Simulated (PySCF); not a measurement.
C2H6FNOSi, SMILES N[SiH2]O/C=C/F. Atoms are numbered in the order given.

```xyz
12

N      2.5150     0.0790     0.3997
Si     1.4059    -1.0905    -0.1777
O     -0.2011    -0.7550     0.2125
C     -0.7893     0.4485     0.0509
C     -2.1099     0.5747    -0.0794
F     -2.6743     1.7782    -0.2014
H      2.7121     0.2258     1.3819
H      2.8573     0.8345    -0.1797
H      1.6179    -2.4127     0.4594
H      1.5607    -1.1149    -1.6596
H     -0.1504     1.3415     0.0590
H     -2.8127    -0.2620    -0.0882
```
Charge 0, spin multiplicity 1.

Geometry: PBE0-D3(BJ)/def2-SVP. The structure was generated by enumeration; whether it is a known compound was not checked. The values are those of a single conformer.

Method: PBE/def2-TZVP run with PySCF.

Atomic charges (e):

```csv
atom,Löwdin,Mulliken
N1,-0.24,-0.58
Si2,0.08,0.39
O3,0.16,-0.26
C4,-0.34,0.00
C5,-0.33,0.04
F6,0.18,-0.17
H7,0.16,0.23
H8,0.16,0.24
H9,-0.03,-0.03
H10,-0.04,-0.04
H11,0.13,0.08
H12,0.12,0.10
```

Computed Mayer and Wiberg (Löwdin basis) orders of the bonds:
```tsv
bond	Mayer	Wiberg
N1–Si2	1.23	1.60
Si2–O3	1.09	1.45
O3–C4	1.06	1.64
C4–C5	1.80	2.08
C5–F6	1.07	1.77
N1–H7	0.92	0.95
N1–H8	0.92	0.95
Si2–H9	0.95	0.93
Si2–H10	0.93	0.92
C4–H11	0.93	0.84
C5–H12	0.96	0.87
```
